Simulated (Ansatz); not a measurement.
The cluster Ag₂F₂⁻. The state is a quartet with charge -1. Geometry PBE-D4/def2-TZVPD.

```xyz
4

Ag    0.614    4.448   -0.581
Ag   -0.613   -4.446    0.585
F     1.376   -5.059    0.488
F    -1.376    5.057   -0.492
```

In the def2 sets Ag takes a core potential; there is no spin–orbit coupling. At PBE-D4/def2-TZVPD, r2SCAN-D4/def2-TZVPD the gap within one spin of the charge -1 quartet nearly closes, so an electron or hole may be smeared out by delocalisation error. In the quartet geometry the species has come apart into loosely held pieces. At PBE0-D4/def2-TZVPD a doublet of charge -1 lies 4.22 eV below the quartet, each at its own geometry. The structure comes from a short search, and lower isomers may exist.

(1) Estimate the α-spin orbital energies around the gap (eV) in Ansatz with PBE-D4/def2-TZVPD, r2SCAN-D4/def2-TZVPD, r2SCANh-D4/def2-TZVPD, PBE0-D4/def2-TZVPD, BHLYP-D4/def2-TZVPD.

Answers

(1) 
```tsv
orbital	PBE-D4/def2-TZVPD	r2SCAN-D4/def2-TZVPD	r2SCANh-D4/def2-TZVPD	PBE0-D4/def2-TZVPD	BHLYP-D4/def2-TZVPD
HOMO−9	-4.85	-5.13	-5.86	-6.75	-8.57
HOMO−8	-4.85	-5.13	-5.86	-6.75	-8.57
HOMO−7	-4.03	-4.34	-5.03	-5.84	-7.71
HOMO−6	-4.03	-4.34	-5.03	-5.84	-7.71
HOMO−5	-3.73	-4.09	-4.84	-5.70	-7.71
HOMO−4	-3.73	-4.09	-4.84	-5.70	-7.71
HOMO−3	-3.73	-4.08	-4.84	-5.70	-7.68
HOMO−2	-3.73	-4.08	-4.84	-5.70	-7.68
HOMO−1	-1.15	-1.44	-1.72	-1.87	-2.43
HOMO	-1.15	-1.44	-1.71	-1.86	-2.42
LUMO	2.05	2.33	2.50	2.56	3.11
LUMO+1	2.08	2.35	2.52	2.60	3.16
LUMO+2	2.10	2.36	2.54	2.63	3.19
LUMO+3	2.19	2.44	2.62	2.73	3.31
LUMO+4	2.88	3.44	3.57	3.41	3.90
LUMO+5	2.92	3.47	3.61	3.45	3.94
β HOMO	-3.26	-3.22	-3.36	-3.56	-3.82
β LUMO	-3.26	-3.22	-3.21	-3.18	-3.07
```
